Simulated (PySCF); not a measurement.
Magnetic susceptibility: SMILES [H]/N=C\C(=C)[SiH2]Br, C₃H₆BrNSi

Geometry:
| atom | x (Å) | y (Å) | z (Å) |
| --- | --- | --- | --- |
| C1 | 0.410 | 1.026 | -0.341 |
| C2 | 0.157 | -0.085 | 0.374 |
| C3 | -1.221 | -0.619 | 0.427 |
| N4 | -1.665 | -1.591 | 1.111 |
| Si5 | 1.576 | -0.952 | 1.241 |
| Br6 | 1.262 | -0.949 | 3.452 |
| H7 | 1.409 | 1.467 | -0.408 |
| H8 | -0.390 | 1.540 | -0.889 |
| H9 | -1.943 | -0.088 | -0.221 |
| H10 | -0.934 | -2.011 | 1.697 |
| H11 | 2.837 | -0.220 | 0.942 |
| H12 | 1.676 | -2.379 | 0.826 |

Theory: GIAO PBE0/pcSseg-1 magnetisability, rotational g tensor and spin-rotation constants, non-relativistic, gas phase (PySCF). Geometry: PBE0-D3(BJ)/def2-SVP.

The calculation is non-relativistic, which matters for the atoms heavier than Zn.

Question: What are the magnetisability and the molar susceptibility?

Answer: Isotropic -1207 × 10⁻³⁰ J/T², or -72.7 × 10⁻⁶ cm³/mol; principal values -1459, -1112, -1050 × 10⁻³⁰ J/T², anisotropy 381 × 10⁻³⁰ J/T² (root of half the summed squared differences of the principal values). The susceptibility is in cgs units.

Question: Split it along the inertial axes a, b, c into diamagnetic and paramagnetic parts about the centre of mass, with the quadrupole moment.

Answer: 
```tsv
axis	χ (10⁻⁶ cm³/mol)	diamagnetic (10⁻⁶ cm³/mol)	paramagnetic (10⁻⁶ cm³/mol)	summed x² of all electrons (Å²)	quadrupole Θ (D Å)
a	-70.3	-516.4	446.1	233.4	+4.36
b	-67.6	-1131.0	1063.4	88.5	-5.47
c	-80.2	-1365.5	1285.3	33.2	+1.11
```
Anisotropies 2χaa − χbb − χcc = +7.3 and 2χbb − χaa − χcc = +15.2 × 10⁻⁶ cm³/mol. Θ is traceless in Buckingham's convention.

Question: And the rotational g tensor?

Answer: 
| axis | rotational constant (GHz) | g | nuclear part | electronic part |
| --- | --- | --- | --- | --- |
| a | 2.9825 | -0.0475 | 0.5776 | -0.6251 |
| b | 1.0719 | -0.0155 | 0.5200 | -0.5355 |
| c | 0.8856 | -0.0092 | 0.5256 | -0.5347 |

Asymmetric top; isotopes 79Br, 12C, 1H, 14N, 28Si; no vibrational averaging.
